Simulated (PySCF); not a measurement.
Computed IR spectrum (relative IR intensity) of a molecule CH5ClFNSi. Coordinates come from a PBE-D3(BJ)/def2-SVP optimisation. Other conformers were not sampled. These are PBE-D3(BJ)/def2-SVP (PySCF 2.14.0) values and carry that method's errors. Frequencies are harmonic and unscaled.

Lines under 2 % of the strongest are left out, and lines within 2 cm⁻¹ are merged.

ν (cm⁻¹): 83 (vw), 121 (vw), 189 (w), 220 (vw), 264 (w), 325 (w), 400 (vs), 515 (s), 618 (m), 675 (w), 787 (s), 802 (w), 868 (m), 898 (vs), 1048 (s), 1398 (vw), 1492 (m), 2210 (s), 2941 (w), 2999 (w), 3494 (m), 3591 (m) (against the strongest line: vs over 80 %, s over 45 %, m over 15 %, w over 4 %, vw less)

Problem. Identify the compound among the candidates.
A) NC[Si@H](F)Cl
B) CN[Si@H](F)Cl
C) N[Si@@H](Cl)CF
D) C[Si@@](N)(F)Cl

Solution. C, N[Si@@H](Cl)CF
